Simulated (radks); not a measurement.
All-electron atom: Ca0.7+ in [Ar] 4s(up 1, down 0.3) (fractional occupations, a model configuration). Calculated with a radial shooting solver on a logarithmic mesh with Libxc functionals: scalar-relativistic Kohn-Sham, PBEsol, spin-polarised, spherical densities, finite nucleus; Fermi nuclear charge, rms radius 3.4776 fm.

Unscreened Slater integrals over Kohn-Sham orbitals (cm^-1). They are taken over the spin-up orbitals.

| integral | value |
|---|---|
| F0(4s,4s) | 53579 |
| F0(4s,3p) | 68298 |
| G1(4s,3p) | 4540.4 |
| F0(4s,3s) | 68850 |
| G0(4s,3s) | 3056.5 |
| F0(3p,3p) | 156310 |
| F2(3p,3p) | 78294 |
| F0(3p,3s) | 163200 |
| G1(3p,3s) | 108220 |
| F0(3s,3s) | 171050 |
